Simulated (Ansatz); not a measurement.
```yaml
crystal:
  periodic: [false, false, false]
  atoms:
    - {symbol: O, position_ang: [1.902456, 0.015636, -0.605078]}
    - {symbol: B, position_ang: [0.866117, 0.403987, 0.175699]}
    - {symbol: Xx, position_ang: [1.034164, 1.306601, 1.141893]}
    - {symbol: C, position_ang: [-0.490895, -0.202751, -0.064402]}
    - {symbol: C, position_ang: [-1.669776, -0.709724, -0.246841]}
    - {symbol: O, position_ang: [-2.001508, 0.071768, 0.745549]}
    - {symbol: H, position_ang: [2.725809, 0.456487, -0.377142]}
    - {symbol: H, position_ang: [-2.274168, -1.399202, -0.825478]}
basis:
  gaussian: {orbitals: x2c-TZVPPall}
hamiltonian: {xc: {name: wB97}}
output: {forces: true}
```

```sh
$ ansatz run in.yaml --threads 2 --pin off --events-out ev --progress --plain --max-ram 4352MiB
```

(1) How does Ansatz answer? (Estimate.)

Answers

(1) Ansatz gave: The program refused the input.
```
Error: YAML parse error: error: line 6 column 16: `Xx` is not an element symbol (H … Og, case-exact)
 --> <input>:6:16
4 |     - {symbol: O, position_ang: [1.902456, 0.015636, -0.605078]}
5 |     - {symbol: B, position_ang: [0.866117, 0.403987, 0.175699]}
6 |     - {symbol: Xx, position_ang: [1.034164, 1.306601, 1.141893]}
7 |     - {symbol: C, position_ang: [-0.490895, -0.202751, -0.064402]}
8 |     - {symbol: C, position_ang: [-1.669776, -0.709724, -0.246841]}
```
